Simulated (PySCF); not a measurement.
F3Sb, SMILES [F][Sb+]([F])[F], charge +1, multiplicity 2. Atoms are numbered in the order given.

```xyz
4

Sb     0.0000     0.0000    -0.2550
F     -1.5026     0.8675     0.4816
F      0.0000    -1.7350     0.4816
F      1.5026     0.8675     0.4816
```
Charge +1, spin multiplicity 2.

Geometry: PBE0-D3(BJ)/def2-SVP. The def2 effective core potentials stand for the cores of Sb; spin–orbit coupling is left out.

Level of theory: IEF-PCM-ωB97X/def2-SVP in PySCF.

The values are the electrostatic part of the solvation free energy, E(continuum) − E(gas) at the gas-phase geometry, in a cavity of scaled van der Waals radii (PySCF's table); cavitation and dispersion terms are not included. A continuum can't describe solvent molecules that bind to the metal.

Computed values in water (ε = 78.36), dimethylsulfoxide (ε = 46.83), benzene (ε = 2.27):
| solvent | ε | ΔG(elec) (kcal/mol) |
|---|---|---|
| water | 78.36 | -72.6 |
| dimethylsulfoxide | 46.83 | -72.0 |
| benzene | 2.27 | -39.7 |
